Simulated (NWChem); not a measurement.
The numbers come from NWChem runs, not from measurements. System: H$_{6}$B$_{2}$, charge 0, spin multiplicity 1, displaced from the optimised geometry. The structure started from a generated list of species. Level: PBE0/def2-TZVP.

Input file:

```
start mol
memory heap 200 mb stack 900 mb global 1100 mb
geometry units angstroms nocenter noautoz
  B      0.000000     0.000000    -0.906304
  B      0.000000     0.000000     0.906304
  H      0.000000     1.008094     0.000000
  H      1.070349     0.000000    -1.502947
  H     -1.070349     0.000000    -1.502947
  H      0.000000    -1.008094     0.000000
  H      1.070349     0.000000     1.502947
  H     -1.070349     0.000000     1.502947
  symmetry group D2h
end
basis spherical
  * library def2-tzvp
end
dft
  xc pbe0
  semidirect memsize 60000000 filesize 0
  iterations 100
  convergence energy 1e-4 density 1e-3 gradient 5e-3
end
task dft gradient
```

Part of the output:

```
             Northwest Computational Chemistry Package (NWChem) 7.3.0
             --------------------------------------------------------

                                NWChem Input Module
                                -------------------

 Scaling coordinates for geometry "geometry" by  1.889725989
 (inverse scale =  0.529177249)

 Turning off AUTOSYM since
 SYMMETRY directive was detected!

                             Geometry "geometry" -> ""
                             -------------------------

 Output coordinates in angstroms (scale by  1.889725989 to convert to a.u.)

  No.       Tag          Charge          X              Y              Z
 ---- ---------------- ---------- -------------- -------------- --------------
    1 B                    5.0000     0.00000000     0.00000000    -0.90630400
    2 B                    5.0000     0.00000000     0.00000000     0.90630400
    3 H                    1.0000     0.00000000     1.00809400     0.00000000
    4 H                    1.0000     1.07034900     0.00000000    -1.50294700
    5 H                    1.0000    -1.07034900     0.00000000    -1.50294700
    6 H                    1.0000     0.00000000    -1.00809400     0.00000000
    7 H                    1.0000     1.07034900     0.00000000     1.50294700
    8 H                    1.0000    -1.07034900     0.00000000     1.50294700

 Effective nuclear repulsion energy (a.u.)      31.1663391972

            Nuclear Dipole moment (a.u.)
            ----------------------------
        X                 Y               Z
 ---------------- ---------------- ----------------
     0.0000000000     0.0000000000     0.0000000000

      Symmetry information
      --------------------

 Group name             D2h
 Group number             26
 Group order               8
 No. of unique centers     3

      Symmetry unique atoms

     1    3    4


 Summary of "ao basis" -> "" (spherical)
 ------------------------------------------------------------------------------
       Tag                 Description            Shells   Functions and Types
 ---------------- ------------------------------  ------  ---------------------
[...]
            Beta electrons :     8
          Charge           :     0
          Spin multiplicity:     1
          Use of symmetry is: on ; symmetry adaption is: on
          Maximum number of iterations: 100
          AO basis - number of functions:    98
                     number of shells:    46
          Convergence on energy requested:  1.00D-04
          Convergence on density requested:  1.00D-03
          Convergence on gradient requested:  5.00D-03

              XC Information
              --------------
                         PBE0 Method XC Functional
                     Hartree-Fock (Exact) Exchange  0.250
          PerdewBurkeErnzerhof Exchange Functional  0.750
            Perdew 1991 LDA Correlation Functional  1.000 local
           PerdewBurkeErnz. Correlation Functional  1.000 non-local

             Grid Information
             ----------------
          Grid used for XC integration:  medium
          Radial quadrature: Mura-Knowles
          Angular quadrature: Lebedev.
          Tag              B.-S. Rad. Rad. Pts. Rad. Cut. Ang. Pts.
          ---              ---------- --------- --------- ---------
          B                   0.85       49          10.0       434
          H                   0.35       45          11.0       434
          Grid pruning is: on
          Number of quadrature shells:   139
          Spatial weights used:  Erf1

          Convergence Information
          -----------------------
          Convergence aids based upon iterative change in
          total energy or number of iterations.
          Levelshifting, if invoked, occurs when the
          HOMO/LUMO gap drops below (HL_TOL):  1.00D-02
          DIIS, if invoked, will attempt to extrapolate
          using up to (NFOCK): 10 stored Fock matrices.

                    Damping( 0%)  Levelshifting(0.5)       DIIS
                  --------------- ------------------- ---------------
          dE  on:    start            ASAP                start
          dE off:    2 iters        100 iters           100 iters

      Screening Tolerance Information
      -------------------------------
          Density screening/tol_rho:  1.00D-10
          AO Gaussian exp screening on grid/accAOfunc:   9
          CD Gaussian exp screening on grid/accCDfunc:  20
          XC Gaussian exp screening on grid/accXCfunc:  20
          Schwarz screening/accCoul:  1.00D-08

                            NWChem DFT Gradient Module
                            --------------------------

  charge          =   0.00
  wavefunction    = closed shell

  Using symmetry

                         DFT ENERGY GRADIENTS

    atom               coordinates                        gradient
                 x          y          z           x          y          z
   1 B       0.000000   0.000000  -1.712666    0.000000   0.000000  -0.005053
   2 B       0.000000   0.000000   1.712666    0.000000  -0.000000   0.005053
   3 H       0.000000   1.905021   0.000000    0.000000   0.010406   0.000000
   4 H       2.022666   0.000000  -2.840158    0.012932   0.000000  -0.008273
   5 H      -2.022666   0.000000  -2.840158   -0.012932   0.000000  -0.008273
   6 H       0.000000  -1.905021   0.000000    0.000000  -0.010406   0.000000
   7 H       2.022666   0.000000   2.840158    0.012932   0.000000   0.008273
   8 H      -2.022666   0.000000   2.840158   -0.012932   0.000000   0.008273

                 ----------------------------------------
                 |  Time  |  1-e(secs)   |  2-e(secs)   |
                 ----------------------------------------
                 |  CPU   |       0.01   |       1.62   |
                 ----------------------------------------
                 |  WALL  |       0.01   |       1.62   |
                 ----------------------------------------

 Task  times  cpu:        3.3s     wall:        3.3s

 Total times  cpu:        3.4s     wall:        3.4s
```
